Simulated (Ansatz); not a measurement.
Start from `C[Si]SC` and change one atom or group to get `CS[Si]SC`.

Ansatz, PBE0-D4/def2-TZVP geometries, multiplicity 1. Each molecule was computed in one conformer, which needn't be the lowest.

```csv
property,`C[Si]SC`
HOMO–LUMO gap (B3LYP/def2-TZVPP) / eV,4.12
size of the dipole moment (B3LYP/def2-TZVPP) / D,0.51
size of the dipole moment (PBE/def2-TZVPP) / D,0.51
HOMO–LUMO gap (PBE0/def2-TZVPP) / eV,4.46
HOMO–LUMO gap (ωB97M-V/def2-TZVPP) / eV,8.44
HOMO energy (PBE0/def2-TZVPP) / eV,-6.29
```

Problem. What does the change do to each property? (Estimate.)

Solution. Computed: 
```
                                        property  `CS[Si]SC`  shift
           HOMO–LUMO gap (B3LYP/def2-TZVPP) / eV        4.16   0.04
size of the dipole moment (B3LYP/def2-TZVPP) / D        2.99   2.48
  size of the dipole moment (PBE/def2-TZVPP) / D        3.14   2.63
            HOMO–LUMO gap (PBE0/def2-TZVPP) / eV        4.49   0.03
         HOMO–LUMO gap (ωB97M-V/def2-TZVPP) / eV        8.44   0.00
              HOMO energy (PBE0/def2-TZVPP) / eV       -6.54  -0.25
```

Dipoles are sizes alone; their direction can turn.

B3LYP here is the variant with VWN-RPA as its local correlation; programs differ in this.
